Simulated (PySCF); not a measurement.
**$^{17}$O chemical shifts**

PySCF 2.14.0 with density-fitted response routines calculation with GIAO PBE0/pcSseg-1 shieldings and geometry: GFN2-xTB; equivalent nuclei averaged, non-relativistic, no solvent model, one conformer.

Shieldings were converted by a linear fit to measured shifts: $^{17}$O (scatter 10.7 ppm rms, 12.2 ppm with the 3 outliers that the fit left out vs liquid water, solution or neat liquid). A few per cent of atoms miss by over 2 rms, more outside the fitted compound classes.

(1) Give the $^{17}$O shifts of `O=COc1ccc(=O)oc1`, `CC(=O)c1ccncc1`, `O=CNC1=C[C@@H]2C=C[C@H]12`.

(2) Order these by $^{17}$O shift, lowest first.
A. NC(=O)C1=C[C@@H]2[C@@H]3[C@H]1[C@H]23
B. C=NC1=CCS(=O)(=O)C1
C. CC(=O)c1ccccn1
D. C[C@@H]1C=COC(C#N)=C1
E. CCO[C@@H]1C[C@H](C#N)[C@H]1F

Results:

(1) 
```
                                                     compound                 environment  δ (ppm)
[O:1]=[CH:2][O:3][c:4]1[cH:5][cH:6][c:7](=[O:8])[o:9][cH:10]1   O1: ester carbonyl oxygen    382.2
[O:1]=[CH:2][O:3][c:4]1[cH:5][cH:6][c:7](=[O:8])[o:9][cH:10]1         O8: carbonyl oxygen    353.8
[O:1]=[CH:2][O:3][c:4]1[cH:5][cH:6][c:7](=[O:8])[o:9][cH:10]1             O9: ring oxygen    228.8
[O:1]=[CH:2][O:3][c:4]1[cH:5][cH:6][c:7](=[O:8])[o:9][cH:10]1     O3: ester alkoxy oxygen    166.7
                                               CC(=O)c1ccncc1               ketone oxygen    569.8
                                    O=CNC1=C[C@@H]2C=C[C@H]12  amide-type carbonyl oxygen    360.1
```

(2) E (31.5 ppm, ether oxygen), D (111.6 ppm, ether oxygen), B (180.5 ppm, S=O oxygen), A (332.6 ppm, amide-type carbonyl oxygen), C (554.0 ppm, ketone oxygen).

In solution the two oxygens of a carboxylic acid give one averaged line by proton exchange, and hydrogen bonding shields acid and N–H amide carbonyl oxygens by tens of ppm; neither is in these numbers.
